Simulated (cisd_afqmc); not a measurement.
Input (AFQMC/CISD/def2-SVP; cisd_afqmc is a phaseless AFQMC code with CISD trial states that reads the integrals written by Ansatz):

Ansatz 0.2 input:
```python
import cisd_afqmc

open("ham.yaml", "w").write("""\
crystal:
  periodic: [false, false, false]
  atoms:
    - {symbol: In, position_ang: [0.00000000, 0.00000000, 0.00000000]}
    - {symbol: I, position_ang: [0.00000000, 0.00000000, 2.56752916]}
    - {symbol: I, position_ang: [-0.00000000, -0.00000000, -2.56752916]}
basis:
  gaussian:
    orbitals: def2-SVP
total_charge: 1
magnetization: {spin_polarized: false}
correlation: {method: ccsd, electrons: outside_noble_gas, hamiltonian_folder: ham}
""")
rep = cisd_afqmc.ansatz("ham.yaml")
e_ccsd = rep["correlation"]["coupled_cluster"]["energy"]["hartree"]
out = cisd_afqmc.run("ham", e_ccsd, trial="CISD", walkers=100, populations=8, threads=8, dt=0.005, steps=40, early=36, settle=10, least=32,
    cut=5e-5, rank_cut=2e-4, target=0.0004, seconds=1500, seed=1, memory=17280, gpu=False)
```

Output:

```
orbitals 51, occupied [8], factors 305 of 1007, rank of the doubles 134 of 344
E(HF) = -782.364914
E(CCSD) on the cut factors = -782.612921, shift to the whole factors -0.000006
Energy of the trial state on the determinant = -782.612849
  tau behind 10.8 of longer steps, mean of the populations' last blocks
   2.0  -782.62144
   4.0  -782.62160
   6.0  -782.62225
   8.0  -782.62343
  10.0  -782.62169
blocks 416 (0 outliers left out), error by blocks joined: 1: 0.00015, 2: 0.00020, 4: 0.00026, 8: 0.00033, 16: 0.00039
E(AFQMC/CISD) = -782.62196 +/- 0.00039
```

The error still grows at the longest joins of blocks, or few joins were possible, so the printed bar may be too narrow.
